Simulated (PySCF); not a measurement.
# Ionisation energy of Mo by level of theory

Mo [Kr] 4d5 5s1 (7S) → Mo+ [Kr] 4d5 (6S), as a difference of total energies. All numbers are calculated (PySCF 2.14, scalar relativity through the core potential, in def2-QZVPPD with the def2 core potential (28 electrons) (7s5p4d3f2g, 81 functions)). Correlated levels: valence: 4s2 4p6 frozen; valence and next inner shell: nothing frozen outside the core potential. The calculations carry no spin-orbit coupling.

| method | ionisation energy (eV) |
| --- | --- |
| UHF | 6.280 |
| LDA | 7.817 |
| PBE | 7.554 |
| PBE0 | 7.279 |
| r2SCAN | 7.605 |
| MN15 | 7.248 |
| PBEsol | 7.604 |
| M06-2X | 7.037 |
| MP2 (valence) | 6.841 |
| SCS-MP2 (valence) | 6.467 |
| MP2 (valence and next inner shell) | 7.151 |

Estimate what PW91 gives.

7.620 eV, closest to r2SCAN among the rows shown.

Estimate what SCS-MP2 (valence and next inner shell) gives.

6.749 eV, closest to MP2 (valence) among the rows shown.

Errors of the correlated levels include the incompleteness of this basis and the frozen core.

For comparison: 7.092 eV (measured; NIST Atomic Spectra Database, ionization energies).
